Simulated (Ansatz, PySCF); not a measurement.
WOF2, SMILES [O]=[W]([F])[F] (connectivity only; charge and spin as stated), neutral, multiplicity 3. Atoms are numbered in the order given.

```xyz
4

W      0.0000     0.0000     0.0444
O      0.0000     0.0000     1.7266
F      0.0000     1.6067    -0.9330
F      0.0000    -1.6067    -0.9330
```
Charge 0, spin multiplicity 3.

The structure is a stationary point at PBE0-D3(BJ)/def2-TZVP. The spin state was assumed, not searched. The def2 effective core potentials stand for the cores of W; spin–orbit coupling is left out.

Two levels are set side by side: PBE-D3(BJ)/def2-TZVP (Ansatz, a quantum-chemistry and plane-wave program) and PBE0-D3(BJ)/def2-TZVP (Ansatz). Each level has its own optimised geometry; the coordinates shown are those of the second. Frequencies come from the Hessian of PySCF at each geometry. Differences are taken from unrounded values.

```csv
quantity,PBE0-D3(BJ),PBE-D3(BJ),PBE-D3(BJ) minus PBE0-D3(BJ)
mean bond length (Å),1.815,1.831,0.016
bond W1–O2 (Å),1.682,1.701,0.019
bond W1–F3 (Å),1.881,1.896,0.015
bond W1–F4 (Å),1.881,1.896,0.015
highest harmonic wavenumber (cm⁻¹),1065,1014,-51
mean harmonic wavenumber (cm⁻¹),483,461,-22
zero-point energy (kcal/mol),4.14,3.95,-0.19
```

Exact exchange shortens and stiffens bonds; PBE has none. Differences between two approximate levels are no errors against the true value.
